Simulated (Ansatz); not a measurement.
All values below come from Ansatz (a program for electronic structure) with frozen-core CCSD(T)/cc-pVQZ // M06-2X/def2-TZVP.

Ansatz 0.2 input:
```yaml
crystal:
  periodic: [false, false, false]
  atoms:
    - { symbol: O, position_ang: [1.815662, 0.240287, 0.272881] }
    - { symbol: C, position_ang: [0.499274, 0.274552, 0.072556] }
    - { symbol: C, position_ang: [-0.567261, 0.965999, -0.096943] }
    - { symbol: C, position_ang: [-0.70975, -0.555054, -0.102471] }
    - { symbol: H, position_ang: [2.09911, -0.678201, 0.32586] }
    - { symbol: H, position_ang: [-1.105049, 1.888842, -0.188733] }
    - { symbol: H, position_ang: [-1.156169, -1.053716, 0.757834] }
    - { symbol: H, position_ang: [-0.882026, -1.073157, -1.045882] }
basis:
  gaussian: { orbitals: cc-pVQZ }
correlation:
  method: ccsd_t
```

Output:

```
Functional definition: HF
2004 factors; integrals over basis functions are off by at most 7.5e-4 eV
mean field evaluation 1: about -5188.2812 eV, gradient 3.5e1 eV
mean field evaluation 2: about -5188.2822 eV, gradient 3.5e1 eV
mean field evaluation 4: about -5191.0415 eV, gradient 3.2e0 eV
mean field evaluation 8: about -5191.0756 eV, gradient 3.2e-4 eV
mean field evaluation 16: about -5191.0746 eV, gradient 2.2e-1 eV
mean field -5191.07564808 eV, -190.7685114295 hartree, gradient 2.5e-6 eV, S^2 0.000000; 0 other end points of the search recorded, 0 dependent functions left out
4 core orbitals not correlated
reference -5191.07564808 eV, -190.7685114295 hartree; 11, 11 occupied and 325, 325 virtual orbitals, 2004 factors
second order -20.94540878 eV of doubles, -0.00000000 eV of singles
cycle   1  -20.62175959 eV  change    3.2e-1 eV  update   9.4e-2
cycle   2  -21.11403688 eV  change   -4.9e-1 eV  update   2.9e-2
cycle   3  -21.22232357 eV  change   -1.1e-1 eV  update   1.3e-2
cycle   4  -21.21256657 eV  change    9.8e-3 eV  update   3.5e-3
cycle   5  -21.21275950 eV  change   -1.9e-4 eV  update   1.4e-3
cycle   6  -21.21345651 eV  change   -7.0e-4 eV  update   4.0e-4
cycle   7  -21.21322937 eV  change    2.3e-4 eV  update   1.3e-4
cycle   8  -21.21315426 eV  change    7.5e-5 eV  update   4.7e-5
cycle   9  -21.21317208 eV  change   -1.8e-5 eV  update   1.7e-5
perturbative correction -0.99717743 eV, -0.0366455948 hartree
Total energy: -5213.28599759 eV, -191.5847267192 hartree
```

Cost: roughly 30 core-minutes.
